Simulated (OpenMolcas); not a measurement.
I2+.

* Program: OpenMolcas
* Basis: ANO-RCC-VQZP [8s7p5d3f2g]
* Scalar Hamiltonian: DKH2, point nucleus
* Active space: 3 electrons in 3 orbitals (5p)
* State averaging: 2S+1 = 4 odd, 1 root; 2S+1 = 2 odd, 8 roots
* Spin-orbit coupling: RASSI with atomic mean-field integrals over the reference wave functions, term energies averaged over their components

Two sets of levels on these reference wave functions, in cm-1 above 5s2 5p3 4S* 3/2: one from CASSCF and one from SS-CASPT2, IPEA 0.25 Eh, imaginary shift 0.1 Eh (closed shells correlated: 4d 5s).

| Level | Set 1 | Set 2 |
| --- | --- | --- |
| 5s2 5p3 4S* 3/2 | 0.0 | 0.0 |
| 5s2 5p3 2D* 3/2 | 16020 | 12310 |
| 5s2 5p3 2D* 5/2 | 18660 | 15030 |
| 5s2 5p3 2P* 1/2 | 30170 | 25040 |
| 5s2 5p3 2P* 3/2 | 34050 | 29330 |

Question: Which set is which?

Answer: Set 2 is SS-CASPT2. Its levels of the other terms of 5s2 5p3 lie at 0.77 to 0.86 of the other set's values, as expected, since terms of lower spin or lower L gain more correlation energy than the Hund ground term.

CASPT2 breaks the degeneracy within a term, and the mean is taken; among the terms shown or strongly mixed into the levels shown the widest spread is 100 cm-1 (5s2 5p3 2D*, SS-CASPT2). With the s shell closed, the reference lacks s² → p² mixing. Levels of configurations outside the active space are missing.

* marks odd parity.
